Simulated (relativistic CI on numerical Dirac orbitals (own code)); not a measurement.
Spin-allowed bands of a d3 ion in a tetrahedral site, by hand

Problem. Take Δ = 3540 cm⁻¹ and B = 770 cm⁻¹ for a d3 ion in a tetrahedral site. Calculate the three spin-allowed bands.

Working.
1. The terms of highest spin are 4F (energy 0) and 4P (15B = 11550 cm⁻¹). Here the F term splits into A2 at +1.2Δ = 4248, T2 at +0.2Δ = 708 and T1 at −0.6Δ = -2124 cm⁻¹.
2. The two T1 states mix through the element 0.4Δ: H = [[-2124, 1416], [1416, 11550]], with roots ½(H₁₁ + H₂₂) ∓ ½√[(H₂₂ − H₁₁)² + 4H₁₂²] = ½(9426) ∓ ½(13964) = -2269 and 11695 cm⁻¹.
3. The ground term is 4T1 at -2269 cm⁻¹.
4. Bands: 4T2 2977 cm⁻¹ (3359 nm), 4A2 6517 cm⁻¹ (1534 nm), 4T1(P) 13964 cm⁻¹ (716 nm).

Check. Exact diagonalisation of the whole d3 shell with these parameters gives 4T2 2977, 4A2 6517, 4T1 13964 cm⁻¹. The match is exact, since without spin-orbit coupling no other term has this spin. The ratio of the second band to the first, 2.189, depends on Δ/B = 4.6 alone, which is how a Tanabe-Sugano diagram is read.
